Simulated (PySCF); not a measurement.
C₁₀H₁₀SSi, SMILES c1csc(c1)[SiH2]c1ccccc1, singlet (GFN2-xTB optimised geometry):

```
22

C     -1.001    -2.976     0.000
C     -1.686    -1.772     0.002
C     -0.987    -0.579     0.002
C      0.405    -0.559    -0.002
Si     1.352     1.072     0.026
C      0.591     2.200    -1.264
C     -0.181     1.889    -2.345
C     -0.556     3.008    -3.120
C     -0.061     4.169    -2.620
S      0.869     3.912    -1.199
C      1.075    -1.778     0.000
C      0.384    -2.976     0.000
H     -1.544    -3.910    -0.001
H     -2.767    -1.766     0.003
H     -1.530     0.356     0.003
H      1.235     1.712     1.343
H      2.767     0.841    -0.295
H     -0.474     0.880    -2.576
H     -1.164     2.949    -4.004
H     -0.184     5.165    -2.997
H      2.156    -1.786     0.001
H      0.924    -3.912     0.000
```

Computed with PBE/def2-SVP (PySCF).

Q: What are the frontier orbital energies and the dipole moment?

A: HOMO-2 -6.40 eV, HOMO-1 -6.17 eV, HOMO -5.80 eV, LUMO -1.46 eV, LUMO+1 -1.36 eV; dipole moment 1.17 D.

Meta-Löwdin charges at PBE/def2-SVP: C1 -0.10, C2 -0.11, C3 -0.10, C4 -0.21, Si5 0.57, C6 -0.34, C7 -0.13, C8 -0.14, C9 -0.23, S10 0.27, C11 -0.10, C12 -0.11, H13 0.11, H14 0.11, H15 0.11, H16 -0.09, H17 -0.09, H18 0.12, H19 0.12, H20 0.13, H21 0.10, H22 0.11.
